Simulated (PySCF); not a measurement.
Mn¹⁸⁺ (manganese, charge +18) across methods

[He] 2s2 2p3, high-spin 4S determinant. Calculation: PySCF 2.14, in an uncontracted even-tempered set (20 s from 3.8 bohr⁻², ratio 2.2; 11 p from 4.9 bohr⁻², ratio 2.2; 6 d from 22 bohr⁻², ratio 2.4; 5 f from 32 bohr⁻², ratio 2.4; 4 g from 49 bohr⁻², ratio 2.4); the spin-free X2C one-electron Hamiltonian (Gaussian nucleus).

| method | E (hartree) | mean ε 2s α (eV) | mean ε 2s β (eV) | mean ε 2p α (eV) | Σ⟨r²⟩ (bohr²) | ⟨S²⟩ |
| --- | --- | --- | --- | --- | --- | --- |
| LDA | -916.493 | -1474.9 | -1448.8 | -1390.1 | 0.3607 | 3.750 |
| B3LYP | -918.805 | -1490.4 | -1458.4 | -1402.0 | 0.3599 | 3.750 |
| PBEsol | -917.700 | -1476.4 | -1449.7 | -1390.5 | 0.3603 | 3.750 |
| PBE0 | -918.714 | -1493.6 | -1459.7 | -1404.2 | 0.3599 | 3.750 |
| r2SCAN | -918.879 | -1486.9 | -1452.8 | -1397.5 | 0.3596 | 3.750 |
| PBE | -918.649 | -1477.7 | -1451.1 | -1391.4 | 0.3601 | 3.750 |
| UHF | -918.69018 | -1540.2 | -1483.0 | -1441.8 | 0.3593 | 3.750 |
